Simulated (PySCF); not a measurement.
## ¹⁷O chemical shifts

One conformer, fast rotation and ring inversion assumed for equivalent nuclei, no solvent, relativity neglected. GFN2-xTB structure; GIAO PBE0/pcSseg-1 shieldings; PySCF 2.14.

Shieldings were converted by a linear fit to measured shifts: ¹⁷O (scatter 10.7 ppm rms, 12.2 ppm with the 3 outliers that the fit left out vs liquid water, solution or neat liquid). Occasional misses reach two or three times the rms, and more in compound classes unlike the fitted ones.

Give the ¹⁷O shifts of `C=C/C=C/OC(C)=O`, `N#CC1COC(=O)OC1`, `CCOC(=O)[C@H](C)OC=O`, `CC(C)[SiH2]C(=O)C=O`, `FC(F)(F)OCCCl`, `COc1ccc(Cl)cc1`.

Answers


| compound | environment | δ (ppm) |
| --- | --- | --- |
| [CH2:1]=[CH:2]/[CH:3]=[CH:4]/[O:5][C:6]([CH3:7])=[O:8] | O8: ester carbonyl oxygen | 370.5 |
| [CH2:1]=[CH:2]/[CH:3]=[CH:4]/[O:5][C:6]([CH3:7])=[O:8] | O5: ester alkoxy oxygen | 194.2 |
| [N:1]#[C:2][CH:3]1[CH2:4][O:5][C:6](=[O:7])[O:8][CH2:9]1 | O7: ester carbonyl oxygen | 269.9 |
| [N:1]#[C:2][CH:3]1[CH2:4][O:5][C:6](=[O:7])[O:8][CH2:9]1 | O5/8: ester alkoxy oxygen (×2) | 93.7 |
| [CH3:1][CH2:2][O:3][C:4](=[O:5])[C@H:6]([CH3:7])[O:8][CH:9]=[O:10] | O10: ester carbonyl oxygen | 372.6 |
| [CH3:1][CH2:2][O:3][C:4](=[O:5])[C@H:6]([CH3:7])[O:8][CH:9]=[O:10] | O5: ester carbonyl oxygen | 334.2 |
| [CH3:1][CH2:2][O:3][C:4](=[O:5])[C@H:6]([CH3:7])[O:8][CH:9]=[O:10] | O8: ester alkoxy oxygen | 173.2 |
| [CH3:1][CH2:2][O:3][C:4](=[O:5])[C@H:6]([CH3:7])[O:8][CH:9]=[O:10] | O3: ester alkoxy oxygen | 154.6 |
| [CH3:1][CH:2]([CH3:3])[SiH2:4][C:5](=[O:6])[CH:7]=[O:8] | O6: carbonyl oxygen | 745.7 |
| [CH3:1][CH:2]([CH3:3])[SiH2:4][C:5](=[O:6])[CH:7]=[O:8] | O8: aldehyde oxygen | 584.6 |
| FC(F)(F)OCCCl | ether oxygen | 63.8 |
| COc1ccc(Cl)cc1 | ether oxygen | 55.9 |
